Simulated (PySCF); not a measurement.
A side-by-side comparison of computed properties.

First species: C₆H₄O₄.
Numbering: `[O:1]=[CH:2][O:3][c:4]1[cH:5][cH:6][c:7](=[O:8])[o:9][cH:10]1` (hydrogens: H11 on C2; H12 on C5; H13 on C6; H14 on C10)

Second species: C₇H₇NO.
Z-matrix (Å and degrees, GFN2-xTB geometry), rows numbered from 1:
```
O 
C   1  1.2029
N   2  1.3496  1  126.28
C   3  1.4267  2  124.05  1    -3.18
C   4  1.5175  3  119.56  2    17.87
C   5  1.3288  4   94.30  3  -128.83
C   6  1.5141  5   94.91  4     0.31
C   7  1.5127  4   85.39  3  -122.02
C   8  1.3297  7   94.79  4     0.38
H   2  1.1082  1  122.66  3   178.98
H   3  1.0083  2  119.39  1  -176.09
H   5  1.0713  4  130.14  3    53.23
H   6  1.0723  5  134.67  4  -176.47
H   7  1.0826  4  123.90  3     0.94
H   8  1.0734  7  130.61  4  -175.70
H   9  1.0738  4  130.47  3   -54.58
```

Levels: PBE0/pcSseg-1 for dipole moment, HOMO energy, LUMO energy and HOMO–LUMO gap; GFN2-xTB for rotational constant A and rotational constant C. Geometries: GFN2-xTB. Each species is one conformer at its optimised geometry, gas phase, non-relativistic unless stated; the electronic structure was computed with PySCF and density fitting.

The conformers computed, where there is a choice (atom-mapped SMILES and torsion angles):
- `[O:1]=[CH:2][O:3][c:4]1[cH:5][cH:6][c:7](=[O:8])[o:9][cH:10]1`: O1–C2–O3–C4 0°, C2–O3–C4–C5 180°
- `[O:1]=[CH:2][NH:3][C@:4]12[CH:5]=[CH:6][C@H:7]1[CH:8]=[CH:9]2`: O1–C2–N3–C4 -3°, C2–N3–C4–C5 18°

```json
{"property": "dipole moment", "column X": "3.54 D", "column Y": "4.95 D"}
{"property": "HOMO energy", "column X": "-6.74 eV", "column Y": "-7.17 eV"}
{"property": "LUMO energy", "column X": "-0.66 eV", "column Y": "-2.13 eV"}
{"property": "HOMO–LUMO gap", "column X": "6.08 eV", "column Y": "5.04 eV"}
{"property": "rotational constant A", "column X": "3.554 GHz", "column Y": "3.945 GHz"}
{"property": "rotational constant C", "column X": "1.213 GHz", "column Y": "0.684 GHz"}
```

Question: Which column belongs to which species?

Answer: Column X is the second species and column Y the first. The first has 14 atoms and 72 electrons, the second 16 and 64.

Question: How does each property change from the first species to the second?

Answer: dipole moment -1.41 D; HOMO energy +0.43 eV; LUMO energy +1.47 eV; HOMO–LUMO gap +1.04 eV; rotational constant A -0.391 GHz; rotational constant C +0.529 GHz.

On the first: The dipole matches unit charges of opposite sign 1.03 Å apart (1 e·Å = 4.8032 D).

On the second: In atomic units the dipole is 1.39 e·bohr (1 au = 2.5417 D).
